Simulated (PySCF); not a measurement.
One of the candidates below gave these computed data.

All candidates are C4H8N2Si.

* Dipole: 1.96 D [PBE0/def2-SVPD]
* NMR, other nuclei: isotropic shieldings of nuclei other than C and H, by class: -95 (1 N), 50 (1 N), 399 (1 Si) ppm [GIAO PBE0/pcSseg-1]
* 13C NMR: chemical shifts (computed TMS as zero) by class: 149.4 (1 C), 137.7 (1 C), 124.1 (1 C), 11.1 (1 C) ppm [GIAO PBE0/pcSseg-1]
* Triplet: lowest triplet excitation (Tamm–Dancoff): 4.52 eV [TDA PBE0/def2-SVPD]
* 1H NMR: chemical shifts (computed TMS as zero) by class: 7.77 (1 H), 7.34 (1 H), 5.15 (3 H), 2.31 (3 H) ppm [GIAO PBE0/pcSseg-1]
* Polarisability: 85.1 au [PBE0/def2-SVPD]
* Rotational structure: rotational constants A, B, C: 6.775, 1.326, 1.132 GHz [GFN2-xTB]

Gas-phase values; electronic properties from PySCF, density fitting. Levels stand in brackets. Geometry: GFN2-xTB; no solvent, vibrations or thermal averaging. NMR values are class means; diastereotopic atoms form classes of their own.

Question: Which candidate is it?
A. `Cc1cnn([SiH3])c1`
B. `CN([SiH3])/C=C/C#N`
C. `Cc1cncn1[SiH3]`

Answer: A. It is `Cc1cnn([SiH3])c1`. Numbering: `[CH3:1][c:2]1[cH:3][n:4][n:5]([SiH3:6])[cH:7]1`. Its formula, C4H8N2Si, gives 3 degrees of unsaturation: 1 ring and 2 π bonds in the structure found (Kekulé form). 4 carbons fall into 4 classes; from least to most shielded: aromatic CH next to a ring nitrogen [C3] (149.4 ppm), aromatic CH next to a ring nitrogen [C7] (137.7 ppm), substituted aromatic carbon [C2] (124.1 ppm), benzylic-type carbon [C1] (11.1 ppm). Hydrogen classes from least to most shielded: 1 H on an aromatic CH next to a ring nitrogen, C3 (7.77 ppm), 1 H on an aromatic CH next to a ring nitrogen, C7 (7.34 ppm), 3 H on an SiH3 silicon, Si6 (5.15 ppm), 3 H on a benzylic-type carbon, C1 (2.31 ppm). The other shieldings belong to: -95 ppm, pyridine-type nitrogen [N4]; 50 ppm, pyrrole-type nitrogen [N5]; 399 ppm, SiH3 silicon [Si6]. By its constants the optimised geometry is an asymmetric top.

The others, at the same levels:
- `CN([SiH3])/C=C/C#N` fails: its computed 13C shifts are 160.7 (1 C), 123.8 (1 C), 72.0 (1 C), 34.0 (1 C) ppm, 1H shifts are 6.99 (1 H), 4.79 (3 H), 3.99 (1 H), 2.70 (3 H) ppm and rotational constant A is 5.750 GHz (against 6.775 GHz).
- `Cc1cncn1[SiH3]` fails: its computed 13C shifts are 144.4 (1 C), 136.6 (1 C), 134.4 (1 C), 12.3 (1 C) ppm, 1H shifts are 7.20 (1 H), 7.15 (1 H), 5.03 (3 H), 2.48 (3 H) ppm and rotational constant A is 3.529 GHz (against 6.775 GHz).

Each candidate is one conformer, not necessarily the lowest. The conformers computed, where there is a choice (atom-mapped SMILES and torsion angles):
- `[CH3:1][N:2]([SiH3:3])/[CH:4]=[CH:5]/[C:6]#[N:7]`: C1–N2–C4–C5 0°
